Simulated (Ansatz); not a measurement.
FH6NOSiSn, SMILES `N[SiH](F)[O][SnH3]`. Total charge 0; spin multiplicity 1. Sn takes the def2 core potential. All single points use the PBE0-D4/def2-TZVP geometry. It is one conformer, not always the lowest.

```xyz
11

N    -1.574    0.597    0.299
Si   -0.176    1.289   -0.403
F    -0.477    1.242   -1.973
O     1.122    0.425   -0.006
Sn    1.246   -1.538    0.208
H    -1.680    0.557    1.300
H    -2.467    0.708   -0.156
H     0.104    2.702   -0.075
H     0.569   -1.898    1.729
H     0.411   -2.264   -1.084
H     2.923   -1.820    0.161
```

Q: What is the dipole moment at r2SCAN/def2-TZVPP? (Estimate.)

A: Ansatz gave: 2.74 D, with components (-1.00, -1.70, 1.90) D in this frame, pointing from negative to positive charge.

Q: And with PBE, B3LYP, ωB97M-V? (Estimate.)

A: Ansatz gave: PBE 2.68 D, B3LYP 2.75 D, ωB97M-V 2.79 D.

Q: Give the Mulliken charges with r2SCAN, B3LYP, PBE in def2-TZVPP. (Best estimate.)

A: The calculation gave: 
```json
{"atom": "N1", "r2SCAN": "-0.46", "B3LYP": "-0.41", "PBE": "-0.39"}
{"atom": "Si2", "r2SCAN": "0.77", "B3LYP": "0.75", "PBE": "0.62"}
{"atom": "F3", "r2SCAN": "-0.34", "B3LYP": "-0.34", "PBE": "-0.30"}
{"atom": "O4", "r2SCAN": "-0.62", "B3LYP": "-0.60", "PBE": "-0.52"}
{"atom": "Sn5", "r2SCAN": "0.78", "B3LYP": "0.79", "PBE": "0.72"}
{"atom": "H6", "r2SCAN": "0.16", "B3LYP": "0.14", "PBE": "0.15"}
{"atom": "H7", "r2SCAN": "0.16", "B3LYP": "0.15", "PBE": "0.16"}
{"atom": "H8", "r2SCAN": "-0.12", "B3LYP": "-0.12", "PBE": "-0.11"}
{"atom": "H9", "r2SCAN": "-0.12", "B3LYP": "-0.13", "PBE": "-0.12"}
{"atom": "H10", "r2SCAN": "-0.10", "B3LYP": "-0.11", "PBE": "-0.10"}
{"atom": "H11", "r2SCAN": "-0.12", "B3LYP": "-0.12", "PBE": "-0.11"}
```

B3LYP here is the variant with VWN-RPA as its local correlation; programs differ in this.
